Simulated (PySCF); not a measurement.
## Correlation energy of Bi²⁺ (bismuth, charge +2)

[Xe] 4f14 5d10 6s2 6p1, 2P determinant. Computed with PySCF 2.14 in aug-cc-pVDZ-PP with ECP60MDF (5s4p3d, 32 functions), with a scalar-relativistic core potential. Frozen: 5s2 5p6 5d10; 3 electrons correlated.

MP2 pair energies summed by pair of shells (mhartree):

```
 pair  energy  share (%)
6s-6s  -13.00       58.1
6s-6p   -9.37       41.9
```

Total MP2 correlation energy: -22.36 mhartree.

Same-spin part -1.72 and opposite-spin part -20.64 mhartree; SCS-MP2 scales them by 1/3 and 6/5 to -25.34 mhartree.

| level | correlation energy (mhartree) |
| --- | --- |
| CCSD | -31.57 |
| (T) | -0.19 |
| CCSD(T) | -31.76 |

Diagnostics: T1 = 0.0058, D1 = 0.0133, largest double amplitude 0.075.

Q: Is a single reference adequate?

A: Mostly. T1 lies below 0.03, but a double amplitude of this size points to a near-degeneracy that CCSD handles and MP2 describes poorly.
